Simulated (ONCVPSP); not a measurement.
# Ni: variants of one ONCV potential

Base potential:

| Property | Result |
| --- | --- |
| Element | Ni (Z = 28) |
| Generator | ONCVPSP 4.0.1 |
| Type | optimised norm-conserving Vanderbilt (ONCV) |
| Functional | LDA (Perdew-Wang 92) |
| Relativity | scalar-relativistic |
| Frozen core | [Ne] 3s2 |
| Valence charge | 16 |
| Reference configuration | 3p6 3d8 4s1 (charge +1) |
| Partial waves | 4s: rc 1.60 bohr, ncon 3, nbas 7, qcut 4.1 1/bohr, 2 projectors, debl 1.2 Ha; 3p: rc 0.90 bohr, ncon 4, nbas 7, qcut 14 1/bohr, 2 projectors, debl 3.7 Ha; 3d: rc 1.60 bohr, ncon 3, nbas 7, qcut 11.5 1/bohr, 2 projectors, debl 3.2 Ha |
| Local potential | polynomial inside 0.85 bohr (lpopt 5, dvloc0 0 Ha) |
| Core correction | Teter function, parameters optimised by the program |

All-electron outer shells of the reference configuration (LDA (PZ), scalar-relativistic, ld1.x):

```tsv
shell	level (eV)	outermost node (bohr)	outermost maximum (bohr)
3s	-119.69	0.30	0.64
3p	-80.46	0.27	0.65
3d	-18.26	–	0.63
4s	-13.51	0.92	2.10
```

Cutoffs, loose and tight: the cutoffs (Ha) at which the residual kinetic energy of the hardest occupied pseudo-wave falls to 1 and 0.1 mHa per electron. They do not see the model core or the augmentation charge, which bear on the density cutoff. Test errors are all-electron minus pseudo excitation energies from the reference, over the configurations 3p6 3d8 4s2; 3p6 3d8 4s0; 3p6 3d7 4s0; 3p6 3d9 4s0. A dash means not determined; rows that change the core or the reference have their own tests.

A true bound ghost makes a file unfit for plane-wave use even where its test errors are small: the radial tests pick states by their node count and pass the ghost by.

```tsv
change	outcome	cutoff, loose	cutoff, tight	bound ghosts	GHOST(+) flags above zero	largest test error (meV)
base	generated	57 Ha	79 Ha	s	none	+85
p: rc 0.62; local potential polynomial inside 0.62 bohr (lpopt 5, dvloc0 0 Ha)	generated	80 Ha	195 Ha	s	s	+86
p: rc 0.78; local potential polynomial inside 0.78 bohr (lpopt 5, dvloc0 0 Ha)	generated	76 Ha	94 Ha	s	none	+84
p: rc 0.88	generated	62 Ha	81 Ha	s	none	+85
```

Q: What comes out with this change to the base: p: rc 1.06?

A: outcome: generated; cutoff, loose: 46 Ha; cutoff, tight: 52 Ha; bound ghosts: s; GHOST(+) flags above zero: none; largest test error (meV): +85.

Q: What comes out with this change to the base: p: rc 1.14?

A: outcome: generated; cutoff, loose: 46 Ha; cutoff, tight: 54 Ha; bound ghosts: s; GHOST(+) flags above zero: none; largest test error (meV): +86.

Q: What comes out with this change to the base: p: rc 1.32?

A: outcome: generated; cutoff, loose: 46 Ha; cutoff, tight: 55 Ha; bound ghosts: s; GHOST(+) flags above zero: none; largest test error (meV): +86.

Reading the sweep of the p radius (base included, trends over the rows without a ghost): Bound ghosts are found at 0.62, 0.78, 0.88, 0.9, 1.06, 1.14, 1.32 bohr. Every judged row has one, so this setting neither creates nor removes them.
